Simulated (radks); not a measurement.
The numbers below are computed, except where a source is named.
All-electron atom: the molybdenum ion Mo2+ in [Kr] 4d4. Level of theory: scalar-relativistic Kohn-Sham, LDA (Slater exchange, Perdew-Wang correlation), spin-polarised, spherical densities, finite nucleus; open shells are filled with parallel spins first (spin-orbit coupling, left out, can overturn this in heavy ions); Fermi nuclear charge, rms radius 4.4091 fm (a radial shooting solver on a logarithmic mesh with Libxc functionals).

Unscreened Slater integrals over Kohn-Sham orbitals (eV). They are taken over the spin-up orbitals. Empty in this configuration: 5s.

\begin{tabular}{lr}
integral & value \\ \hline
F0(4d,4d) & 14.373 \\
F2(4d,4d) & 7.1732 \\
F4(4d,4d) & 4.6666 \\
F0(4d,4p) & 16.498 \\
F2(4d,4p) & 7.9311 \\
G1(4d,4p) & 9.7956 \\
G3(4d,4p) & 5.9472 \\
F0(4d,4s) & 17.049 \\
G2(4d,4s) & 6.9268 \\
F0(4d,3d) & 19.577 \\
F2(4d,3d) & 3.3419 \\
F4(4d,3d) & 1.4153 \\
G0(4d,3d) & 1.0653 \\
G2(4d,3d) & 1.1905 \\
G4(4d,3d) & 0.89366 \\
F0(4d,5s) & 10.080 \\
G2(4d,5s) & 2.2436 \\
F0(4p,4p) & 19.937 \\
F2(4p,4p) & 10.456 \\
F0(4p,4s) & 20.946 \\
G1(4p,4s) & 14.165 \\
F0(4p,3d) & 25.897 \\
F2(4p,3d) & 5.9362 \\
G1(4p,3d) & 1.9073 \\
G3(4p,3d) & 1.8384 \\
F0(4p,5s) & 10.639 \\
G1(4p,5s) & 0.84881 \\
F0(4s,4s) & 22.146 \\
F0(4s,3d) & 28.265 \\
G2(4s,3d) & 2.3226 \\
F0(4s,5s) & 10.773 \\
G0(4s,5s) & 0.54745 \\
F0(3d,3d) & 59.652 \\
F2(3d,3d) & 29.346 \\
F4(3d,3d) & 18.635 \\
F0(3d,5s) & 11.551 \\
G2(3d,5s) & 0.29537 \\
F0(5s,5s) & 8.5658 \\
\end{tabular}

Derived for the open shells (J is the average intra-shell exchange parameter used in DFT+U). 4d: Racah B = F2/49 - 5 F4/441 = 0.09348 eV, C = 35 F4/441 = 0.3704 eV, C/B = 3.96, F4/F2 = 0.651, J = (F2 + F4)/14 = 0.8457 eV.
